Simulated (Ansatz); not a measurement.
Geometry optimisation of Hf3O4⁺.

```yaml
crystal:
  periodic: [false, false, false]
  atoms:
    - {symbol: Hf, position_ang: [0.567980, -1.282240, -0.838610]}
    - {symbol: Hf, position_ang: [1.306530, 1.880030, 0.348750]}
    - {symbol: Hf, position_ang: [-1.597740, 0.155350, 0.726060]}
    - {symbol: O, position_ang: [-1.772540, -1.531710, 0.004060]}
    - {symbol: O, position_ang: [2.107420, -0.161860, -0.931350]}
    - {symbol: O, position_ang: [0.161730, -0.068170, 1.491730]}
    - {symbol: O, position_ang: [-0.773390, 1.008600, -0.800640]}
basis:
  gaussian: {orbitals: def2-SVP}
total_charge: 1
magnetization: {spin_polarized: true, initial_magnetization: 1}
hamiltonian: {xc: r2scan, dispersion: d4}
scf: {lower_state_search: "off"}
output: {orbitals: {seedname: orbitals}}
relax: {f_tol: 0.02, max_steps: 100}
```

```sh
$ ansatz run in.yaml --threads 4 --pin off --events-out ev --progress --plain --max-ram 8704MiB
```

It prints (some lines left out):

```
Functional definition: r2SCAN
mean field -12096.65239991 eV, -444.5437762912 hartree, gradient 3.3e-6 eV, S^2 1.683825; 0 other end points of the search recorded, 0 dependent functions left out
relax step   1: F+E_penalty+E_count = -12096.70652783 eV  Δ(F+E_penalty+E_count) = +0.000e0 eV  max|allowed force component| = 3.783e0 eV/Å  Δτ_max = 0.0000 Å  (113 SCF iters, accepted)
mean field -12098.46154782 eV, -444.6102612506 hartree, gradient 4.8e-6 eV, S^2 1.656931; 0 other end points of the search recorded, 0 dependent functions left out
relax step   2: F+E_penalty+E_count = -12098.51202059 eV  Δ(F+E_penalty+E_count) = -1.805e0 eV  max|allowed force component| = 2.473e0 eV/Å  Δτ_max = 0.1945 Å  (68 SCF iters, accepted)
mean field -12099.66338864 eV, -444.6544280861 hartree, gradient 5.2e-6 eV, S^2 1.500234; 0 other end points of the search recorded, 0 dependent functions left out
relax step   3: F+E_penalty+E_count = -12099.71321223 eV  Δ(F+E_penalty+E_count) = -1.201e0 eV  max|allowed force component| = 2.066e0 eV/Å  Δτ_max = 0.1984 Å  (69 SCF iters, accepted)
mean field -12099.67956527 eV, -444.6550225661 hartree, gradient 1.9e-6 eV, S^2 1.668261; 0 other end points of the search recorded, 0 dependent functions left out
relax step   4: F+E_penalty+E_count = -12099.72942113 eV  Δ(F+E_penalty+E_count) = -1.621e-2 eV  max|allowed force component| = 5.199e0 eV/Å  Δτ_max = 0.1954 Å  (59 SCF iters, accepted)
mean field -12100.30670341 eV, -444.6780694678 hartree, gradient 3.0e-6 eV, S^2 1.678899; 0 other end points of the search recorded, 0 dependent functions left out
relax step   5: F+E_penalty+E_count = -12100.35641462 eV  Δ(F+E_penalty+E_count) = -6.270e-1 eV  max|allowed force component| = 9.748e-1 eV/Å  Δτ_max = 0.1036 Å  (46 SCF iters, accepted)
mean field -12100.73125296 eV, -444.6936713759 hartree, gradient 2.6e-6 eV, S^2 1.678701; 0 other end points of the search recorded, 0 dependent functions left out
relax step   6: F+E_penalty+E_count = -12100.78416466 eV  Δ(F+E_penalty+E_count) = -4.278e-1 eV  max|allowed force component| = 9.300e-1 eV/Å  Δτ_max = 0.2000 Å  (47 SCF iters, accepted)
mean field -12101.22506874 eV, -444.7118187713 hartree, gradient 1.7e-6 eV, S^2 1.505917; 0 other end points of the search recorded, 0 dependent functions left out
relax step   7: F+E_penalty+E_count = -12101.27840492 eV  Δ(F+E_penalty+E_count) = -4.942e-1 eV  max|allowed force component| = 1.676e0 eV/Å  Δτ_max = 0.1960 Å  (48 SCF iters, accepted)
mean field -12101.95944071 eV, -444.7388064435 hartree, gradient 2.6e-6 eV, S^2 0.912619; 0 other end points of the search recorded, 0 dependent functions left out
relax step   8: F+E_penalty+E_count = -12102.01133635 eV  Δ(F+E_penalty+E_count) = -7.329e-1 eV  max|allowed force component| = 2.257e0 eV/Å  Δτ_max = 0.1954 Å  (62 SCF iters, accepted)
mean field -12102.18307285 eV, -444.7470247729 hartree, gradient 2.3e-6 eV, S^2 0.752937; 0 other end points of the search recorded, 0 dependent functions left out
relax step   9: F+E_penalty+E_count = -12102.23274714 eV  Δ(F+E_penalty+E_count) = -2.214e-1 eV  max|allowed force component| = 1.540e0 eV/Å  Δτ_max = 0.1940 Å  (41 SCF iters, accepted)
mean field -12102.35789280 eV, -444.7534492875 hartree, gradient 2.7e-6 eV, S^2 0.757539; 0 other end points of the search recorded, 0 dependent functions left out
relax step  10: F+E_penalty+E_count = -12102.40875854 eV  Δ(F+E_penalty+E_count) = -1.760e-1 eV  max|allowed force component| = 1.152e0 eV/Å  Δτ_max = 0.0812 Å  (40 SCF iters, accepted)
mean field -12102.20721159 eV, -444.7479118552 hartree, gradient 2.6e-6 eV, S^2 0.753590; 0 other end points of the search recorded, 0 dependent functions left out
relax step  11: F+E_penalty+E_count = -12102.25868298 eV  Δ(F+E_penalty+E_count) = +1.501e-1 eV  max|allowed force component| = 2.433e0 eV/Å  Δτ_max = 0.1182 Å  (39 SCF iters, rejected (line search))
mean field -12102.41251382 eV, -444.7554565731 hartree, gradient 1.6e-6 eV, S^2 0.754553; 0 other end points of the search recorded, 0 dependent functions left out
relax step  12: F+E_penalty+E_count = -12102.46327636 eV  Δ(F+E_penalty+E_count) = -5.452e-2 eV  max|allowed force component| = 1.592e-1 eV/Å  Δτ_max = 0.0356 Å  (38 SCF iters, accepted)
mean field -12102.41515584 eV, -444.7555536653 hartree, gradient 2.3e-6 eV, S^2 0.755260; 0 other end points of the search recorded, 0 dependent functions left out
relax step  13: F+E_penalty+E_count = -12102.46607262 eV  Δ(F+E_penalty+E_count) = -2.796e-3 eV  max|allowed force component| = 5.047e-2 eV/Å  Δτ_max = 0.0098 Å  (34 SCF iters, accepted)
mean field -12102.41531760 eV, -444.7555596102 hartree, gradient 4.7e-6 eV, S^2 0.755386; 0 other end points of the search recorded, 0 dependent functions left out
relax step  14: F+E_penalty+E_count = -12102.46625461 eV  Δ(F+E_penalty+E_count) = -1.820e-4 eV  max|allowed force component| = 7.440e-3 eV/Å  Δτ_max = 0.0058 Å  (29 SCF iters, accepted)
Total energy: -12102.46629943 eV, -444.7574331578 hartree
Atom 0 at     0.490845    -1.601803    -0.954978 Å, force    -0.000757     0.004476     0.001966 eV/Å
Atom 1 at     1.021375     1.164070     0.131136 Å, force     0.007440    -0.001592    -0.002913 eV/Å
Atom 2 at    -1.414205     0.118102     0.633668 Å, force    -0.004018    -0.006785    -0.002319 eV/Å
Atom 3 at    -1.341049    -1.651616    -0.230752 Å, force    -0.000490     0.002261     0.002085 eV/Å
Atom 4 at     1.923578    -0.249913    -0.903741 Å, force    -0.001970     0.001625     0.001592 eV/Å
Atom 5 at     0.120040     0.580011     1.788922 Å, force     0.002008    -0.002189     0.004127 eV/Å
Atom 6 at    -0.800594     1.641149    -0.464254 Å, force    -0.002213     0.002204    -0.004538 eV/Å
Dipole moment:     0.003075    -0.009630    -0.005349 e Å
Checks for a lower state left out: stability, starts, cluster_reference, orbital_swaps, neighbouring_geometries, increment
```

Run time 2.9 min (4 threads of Arm Neoverse V1 on a shared host).

In the def2 sets Hf takes a core potential; there is no spin–orbit coupling. The structure comes from a short search, and lower isomers may exist.
